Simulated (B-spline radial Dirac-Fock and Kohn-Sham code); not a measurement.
## Compton profile of Ir⁶⁸⁺

System: the Ir⁶⁸⁺ ion, configuration 1s2 2s2 2p5.

Model: the impulse approximation on configuration-average Dirac-Fock orbitals. Program: a radial B-spline solver. pz is in atomic units of momentum; subshell profiles are per electron, for a selection of subshells; open shells are spread over both j values by their weights.

```csv
pz,J total,J 1s1/2,J 2p1/2,J 2p3/2
0,0.1730,0.00960,0.0163,0.0181
1.2,0.1726,0.00960,0.0163,0.0181
1.4,0.1724,0.00960,0.0163,0.0181
1.6,0.1722,0.00959,0.0163,0.0181
1.8,0.1720,0.00959,0.0163,0.0181
2,0.1718,0.00959,0.0163,0.0181
2.5,0.1711,0.00958,0.0163,0.0181
3,0.1702,0.00957,0.0163,0.0181
4,0.1681,0.00954,0.0163,0.0181
5,0.1654,0.00950,0.0162,0.0180
7,0.1585,0.00941,0.0161,0.0179
10,0.1450,0.00920,0.0158,0.0173
15,0.1177,0.00874,0.0144,0.0154
20,0.09021,0.00814,0.0121,0.0124
30,0.04911,0.00672,0.00702,0.00635
40,0.02728,0.00526,0.00349,0.00276
60,0.01033,0.00295,0.000811,0.000495
100,0.002356,0.000863,7.31e-05,2.82e-05
```

J(0) = 0.1730. The 2s1/2 subshell gives the largest part, 38 %.

Mean momentum ⟨p⟩ by subshell (a.u.): 1s1/2 82.0, 2s1/2 30.0, 2p1/2 39.3, 2p3/2 34.5.

Values without a named source are computed, but for edge energies of neutral atoms, which are taken from tables.
